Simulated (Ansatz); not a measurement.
Ansatz (an electronic-structure program) input (MP2/6-31G* with LANL2DZ past Ar): The .json file joins the Basis Set Exchange's 6-31G* for atoms up to Ar and LANL2DZ past it.

Ansatz 0.2 input:
```yaml
crystal:
  periodic: [false, false, false]
  atoms:
    - {symbol: Ta, position_ang: [0.03976500, -0.05345300, -0.14586400]}
    - {symbol: O, position_ang: [-1.37772200, -0.95935200, 0.30020100]}
    - {symbol: O, position_ang: [-0.46897200, 1.59327100, -0.38748900]}
    - {symbol: F, position_ang: [1.31896400, -0.12991900, 1.26070800]}
basis:
  gaussian:
    orbitals: 6-31Gs+LANL2DZ.json
magnetization: {spin_polarized: false}
correlation: {method: mp2, electrons: outside_noble_gas}
relax: {f_tol: 0.003, max_steps: 120}
```

From the output:

```
relax step   3: F+E_penalty+E_count = -8358.52707561 eV  Δ(F+E_penalty+E_count) = -8.351e-4 eV  max|allowed force component| = 2.113e-2 eV/Å  Δτ_max = 0.0105 Å  (50 SCF iters, accepted)
these checks for a lower state are left out or cut short: starts, cluster_reference, orbital_swaps, neighbouring_geometries, increment
integrals: 0.02 GiB planned
702 factors; integrals over basis functions are off by at most 2.8e-4 eV
mean field: 0.14 GiB planned
mean field -8338.67488141 eV, -306.4406497349 hartree, gradient 2.7e-6 eV, S^2 0.000000; 0 other end points of the search recorded, 0 dependent functions left out
7 core orbitals not correlated
reference -8338.67488141 eV, -306.4406497349 hartree; 12, 12 occupied and 48, 48 virtual orbitals, 702 factors
densities: 0.10 GiB planned
second order -19.85223096 eV of doubles, -0.00000000 eV of singles
the calculation of the forces begins
relax step   4: F+E_penalty+E_count = -8358.52711237 eV  Δ(F+E_penalty+E_count) = -3.676e-5 eV  max|allowed force component| = 1.550e-3 eV/Å  Δτ_max = 0.0016 Å  (44 SCF iters, accepted)
these checks for a lower state are left out or cut short: cluster_reference
integrals: 0.02 GiB planned
702 factors; integrals over basis functions are off by at most 2.8e-4 eV
mean field: 0.14 GiB planned
mean field evaluation 64: about -8338.6749 eV, gradient 2.9e-3 eV
mean field -8338.67488141 eV, -306.4406497349 hartree, gradient 2.7e-6 eV, S^2 0.000000; 2 other end points of the search recorded, 0 dependent functions left out
7 core orbitals not correlated
reference -8338.67488141 eV, -306.4406497349 hartree; 12, 12 occupied and 48, 48 virtual orbitals, 702 factors
densities: 0.10 GiB planned
second order -19.85223096 eV of doubles, -0.00000000 eV of singles
the calculation of the forces begins
Total energy: -8358.52711237 eV, -307.1702057665 hartree
Atom 0 at     0.059643    -0.062622    -0.153631 Å, force    -0.001170    -0.000001    -0.001550 eV/Å
Atom 1 at    -1.391259    -0.962901     0.304697 Å, force     0.000953     0.000338     0.000391 eV/Å
Atom 2 at    -0.476822     1.605697    -0.387296 Å, force     0.000614    -0.000616     0.000648 eV/Å
Atom 3 at     1.320472    -0.129627     1.263786 Å, force    -0.000397     0.000279     0.000511 eV/Å
Dipole moment:     0.636102    -0.469302    -0.901415 e Å
Checks for a lower state left out: cluster_reference
```

The geometry given is a B3LYP-D3(BJ)/def2-TZVP minimum.
